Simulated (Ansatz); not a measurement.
`C[SiH2][SiH](O)Cl` → `[CH2]` (triplet) + `O[SiH]([SiH3])Cl` at 700 K and 1 bar (formal loss of a carbene).

Isolated molecules relaxed with PBE0-D4/def2-TZVP in Ansatz; ΔE leaves out vibrations. CCSD(T)/CBS is the MP2 limit (def2-TZVPP, def2-QZVPP) plus CCSD(T) − MP2 in def2-TZVPP, frozen cores. This one scheme is used for every species. Triplets are unrestricted, without spin–orbit coupling. One conformer a species, not always the lowest.

| species | CCSD(T)/CBS energy (Eh) | H − E (kJ/mol) | S (J/(mol·K)) |
| --- | --- | --- | --- |
| `C[SiH2][SiH](O)Cl` | -1155.48620 | 302.4 | 533.6 |
| `[CH2]` (triplet) | -39.09499 | 70.4 | 226.8 |
| `O[SiH]([SiH3])Cl` | -1116.20942 | 206.9 | 466.7 |

H − E and S are ideal-gas, rigid-rotor, harmonic terms from PBE0-D4/def2-TZVP, for one conformer and one mirror image of each species, with the whole ground term of open shells counted as degenerate. 1 Eh = 2625.50 kJ/mol, R = 8.31446 J/(mol·K).

**Question.** By hand: ΔE, ΔH, ΔS and ΔG.

**Answer.** ΔE = (-39.09499) + (-1116.20942) − (-1155.48620) = 0.18179 Eh = 477.3 kJ/mol. Δ(H − E) = 70.4 + 206.9 − 302.4 = -25.1, so ΔH = 452.2 kJ/mol. ΔS = 226.8 + 466.7 − 533.6 = 159.9 J/(mol·K). ΔG = 452.2 − 700 × (159.9)/1000 = 340.3 kJ/mol.

**Question.** By hand: the equilibrium constant, and the temperature at which ΔG would vanish if ΔH and ΔS stayed fixed.

**Answer.** log₁₀ K = −ΔG/(RT ln 10) = -25.4. ΔG = 0 at ΔH/ΔS = 2828 K, far beyond where these terms or the molecules hold.

The number of gas molecules changes by +1, which sets the sign of ΔS. A doubt of 5 kJ/mol in ΔE shifts log₁₀ K by 0.4 here. Other conformers and mirror images would add mixing entropy, several J/(mol·K) or more a flexible species. Modes under 60 cm⁻¹, often nearly free rotors, make the harmonic entropy too high. A triplet takes part, so the spin changes. These are equilibria of isolated gas molecules and say nothing of rates. Largest T1 diagnostic: 0.012 (customary marks: 0.02 for closed shells, 0.045 for open ones).
